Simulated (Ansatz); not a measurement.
Saddle point of CH$_{6}$OZn, singlet (CH₄Zn ([CH3][ZnH]) + H₂O → CH₄OZn ([CH3][Zn][OH]) + H₂; bonds formed: Zn1–O5, H2–H4; bonds broken: Zn1–H2, H4–O5), PBE0-D4/def2-TZVP structure:

```csv
atom,x (Å),y (Å),z (Å)
Zn1,-0.0561,-0.1388,-0.2109
H2,0.1357,-0.7692,-1.9623
C3,-0.4032,1.5128,0.7472
H4,0.3358,-1.5475,-1.3609
O5,0.3082,-2.0845,-0.2028
H6,-1.3323,1.4298,1.3153
H7,-0.4938,2.3520,0.0559
H8,0.4057,1.7271,1.4489
H9,1.1001,-2.4817,0.1698
```

Energies are electronic, without zero-point energy. Barriers and step energies count from the start structure reached by relaxing down the imaginary mode; all methods use the PBE0-D4 structures, on which another method's saddle can fall below an end. Ansatz 0.2.0; basis: def2-TZVPP, with def2-QZVPP for the basis limit; cores frozen in the correlated methods. The 3s and 3p shells of Cu and Zn are frozen; filled d shells are correlated. B3LYP uses VWN-RPA correlation. Extrapolation: Hartree–Fock as exp(−7.88 √X), correlation as X^−2.97.

```tsv
method	barrier (kcal/mol)	step energy (kcal/mol)
SPW92	16.10	1.56
PBE-D4	19.94	-1.78
BLYP-D4	21.65	-3.76
r2SCAN-D4	?	-1.31
B97M-V	25.25	1.26
PBE0-D4	22.81	0.39
B3LYP-D4	23.77	-1.66
r2SCAN0-D4	23.64	0.49
BHLYP-D4	26.86	0.53
CAM-B3LYP-D4	24.44	-0.70
wB97X-V	24.97	-0.67
wB97M-V	25.41	0.35
B2PLYP	?	-2.56
PBE-QIDH	24.27	-0.24
RPA on PBE	?	-1.87
HF	33.43	2.05
MP2	24.23	-3.39
CCSD	26.81	-0.41
CCSD(T)	25.24	-1.08
```

Question: Fill in the withheld barriers. (Judge from chemistry; the value comes from the calculation.)

Answer: By the calculation: RPA on PBE 25.16; B2PLYP 24.15; r2SCAN-D4 21.55 kcal/mol. Each is the energy of the saddle less that of the start structure, by the same method.

For comparison, the barrier by CCSD(T) at an estimated basis limit (MP2 extrapolated from triple and quadruple zeta, plus CCSD(T) − MP2 in triple zeta) is 24.18 kcal/mol.

T1 diagnostic: at most 0.016.

The step is the kind of ligand exchange by which a precursor binds to a hydroxyl group, or is hydrolysed, in atomic layer deposition of oxides.

Labels in which every atom is bracketed show which atoms are joined, not bond orders.

For scale, one of the runs: CCSD(T)/def2-TZVPP, 210 basis functions, launched by `ansatz run in.yaml --threads 4 --pin off --events-out ev --progress --plain --max-ram 9574MiB`. The run took 66 s on 4 CPU threads of an Arm Neoverse V1 (shared host), with 2.9 GiB of host memory at its peak.
